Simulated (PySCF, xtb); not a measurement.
C₂H₇NSi, SMILES C1[SiH2]CN1.

xtb with GFN2-xTB at its own geometry gives an orbital gap of 3.63 eV and a dipole moment of 1.32 D.

The structure is a stationary point at PBE-D3(BJ)/def2-SVP.

Question: What does B3LYP/def2-TZVP run with PySCF give? (The exact figures need the calculation; the answer reports its results.)

Answer: gap 6.24 eV (levels -6.29 and -0.05 eV), dipole 1.00 D.
